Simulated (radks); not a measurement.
All-electron atom: Cl+ in [Ne] 3s2 3p4. All-electron calculation, non-relativistic Kohn-Sham, Slater X-alpha with alpha = 0.88, spin-polarised, spherical densities, point nucleus; open shells are filled with parallel spins first. Program: a radial shooting solver on a logarithmic mesh with Libxc functionals.

X-ray form factor f0, the Fourier transform of the density (f0(0) = 16):

| sin(theta)/lambda (1/angstrom) | f0 (electrons) |
|---|---|
| 0.05 | 15.653 |
| 0.1 | 14.712 |
| 0.15 | 13.421 |
| 0.2 | 12.051 |
| 0.25 | 10.796 |
| 0.3 | 9.750 |
| 0.4 | 8.278 |
| 0.5 | 7.340 |
| 0.6 | 6.611 |
| 0.8 | 5.275 |
| 1 | 4.065 |
| 1.25 | 2.917 |
| 1.5 | 2.188 |
| 2 | 1.508 |
